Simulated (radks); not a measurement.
Ni4+, 24 electrons, occupied as [Ar] 3d5 4p1 (not the ground configuration).

Calculated with a radial shooting solver on a logarithmic mesh with Libxc functionals: non-relativistic Kohn-Sham, Tao-Mo meta-GGA, spin-polarised, spherical densities, point nucleus; open shells are filled with parallel spins first; meta-GGA in the generalised Kohn-Sham scheme.

Energy parts (eV):
| part | energy |
|---|---|
| total | -40885.261 |
| kinetic | 40860.716 |
| electron-nucleus | -95823.120 |
| Hartree | 15725.106 |
| exchange-correlation | -1647.962 |

Orbitals (lengths in bohr, moments of r in powers of bohr; r(90%) holds 90 % of the orbital's charge):
| orbital | occ. | eigenvalue (eV) | r(90%) |
|---|---|---|---|
| 1s up | 1 | -8211.735 | 0.0976 |
| 1s down | 1 | -8211.639 | 0.0976 |
| 2s up | 1 | -1045.106 | 0.384 |
| 2s down | 1 | -1042.182 | 0.382 |
| 2p up | 3 | -919.6591 | 0.354 |
| 2p down | 3 | -917.0902 | 0.353 |
| 3s up | 1 | -184.8475 | 1.08 |
| 3s down | 1 | -177.6850 | 1.09 |
| 3p up | 3 | -146.0204 | 1.14 |
| 3p down | 3 | -138.5551 | 1.15 |
| 3d up | 5 | -81.6096 | 1.30 |
| 3d down | 0 | -73.6180 | 1.34 |
| 4s up | 0 | -50.9387 | 2.75 |
| 4s down | 0 | -45.8860 | 2.80 |
| 4p up | 1 | -41.5626 | 3.05 |
| 4d up | 0 | -27.6618 | 3.82 |
| 4f up | 0 | -17.1239 | 5.03 |

The highest occupied level is 4p up at -41.563 eV. The configuration is held as typed, so some empty levels lie below it. The electron density at the nucleus is 1.496e+04 e/bohr^3. The spin density at the nucleus is -1.491 e/bohr^3 (1s -0.153, 2s -3.854, 3s 2.515), a Fermi contact field of -78.2 T. Spin moment in Bohr magnetons: 6. Summed over all electrons, <r^2> = 14.55 bohr^2, which gives a Langevin (diamagnetic) susceptibility term of -11.5 x 10^-6 cm^3/mol. The density falls to 0.001 e/bohr^3 at r = 3.27 bohr. Virial ratio -V/T = 2.00060.
